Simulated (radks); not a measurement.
All-electron atom: Pd2.2+ in [Kr] 4d(3/2: 4, 5/2: 3.8) (fractional occupations, a model configuration).

Method: Dirac Kohn-Sham, PBE, spin-unpolarised, spherical densities, finite nucleus; Fermi nuclear charge, rms radius 4.5318 fm; computed with a radial shooting solver on a logarithmic mesh with Libxc functionals.

Energy parts (hartree):
| part | energy |
|---|---|
| total | -5045.54981 |
| kinetic | 5270.03672 |
| electron-nucleus | -12185.83378 |
| Hartree | 2013.58415 |
| exchange-correlation | -143.33691 |

Orbitals (lengths in bohr, moments of r in powers of bohr; <r^-3> diverges for s and p1/2):
\begin{tabular}{lrrrrr}
orbital & occ. & eigenvalue (hartree) & <r> & <r^-3> & small-component weight \\ \hline
1s1/2 & 2 & -888.5969 & 0.03185 & - & 2.83e-02 \\
2s1/2 & 2 & -130.6010 & 0.1380 & - & 5.91e-03 \\
2p1/2 & 2 & -121.2163 & 0.1171 & - & 5.92e-03 \\
2p3/2 & 4 & -115.3586 & 0.1221 & 3252 & 5.69e-03 \\
3s1/2 & 2 & -24.40389 & 0.3790 & - & 1.65e-03 \\
3p1/2 & 2 & -20.69993 & 0.3712 & - & 1.59e-03 \\
3p3/2 & 4 & -19.67884 & 0.3820 & 576.0 & 1.53e-03 \\
3d3/2 & 4 & -13.12170 & 0.3556 & 87.73 & 1.42e-03 \\
3d5/2 & 6 & -12.91810 & 0.3591 & 82.80 & 1.40e-03 \\
4s1/2 & 2 & -4.16528 & 0.9418 & - & 4.11e-04 \\
4p1/2 & 2 & -3.01561 & 1.011 & - & 3.57e-04 \\
4p3/2 & 4 & -2.84949 & 1.041 & 93.72 & 3.40e-04 \\
4d3/2 & 4 & -1.11520 & 1.350 & 8.727 & 2.09e-04 \\
4d5/2 & 3.8 & -1.09551 & 1.366 & 8.153 & 2.05e-04 \\
\end{tabular}

The highest occupied level is 4d5/2 at -29.810 eV. The electron density at the nucleus is 1.328e+05 e/bohr^3. Summed over all electrons, <r^2> = 29.48 bohr^2, which gives a Langevin (diamagnetic) susceptibility term of -23.4 x 10^-6 cm^3/mol.
